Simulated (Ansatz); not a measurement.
Species: C8H7ClSSi, SMILES `[SiH3]c1c(Cl)ccc2ccsc12` (charge 0, multiplicity 1).

Q: Give a relaxed geometry from PBE0-D3(BJ)/def2-SVP in Ansatz (a first-principles code).

A: the end point of this relaxation (outside a Z-matrix the atoms follow the SMILES, hydrogens last).
Z-matrix (Å, degrees):
```
C
C 1 1.4078
C 2 1.3949 1 115.58
C 3 1.4040 2 123.32 1 -0.01
C 4 1.3827 3 119.71 2 -0.01
H 4 1.0907 5 121.08 3 179.98
H 5 1.0925 4 120.14 6 -0.04
C 5 1.4048 7 119.96 4 179.96
C 8 1.4351 5 129.17 7 0.05
C 9 1.3593 8 112.42 5 179.98
H 10 1.0898 9 127.52 8 -179.98
H 9 1.0906 10 123.80 11 0.00
S 10 1.7314 11 119.12 9 -179.97
Cl 3 1.7402 2 118.88 1 -179.94
Si 2 1.8857 3 120.88 4 -179.99
H 15 1.4913 2 110.70 3 60.61
H 15 1.4914 16 109.70 2 122.44
H 15 1.4933 16 109.06 17 119.38
```
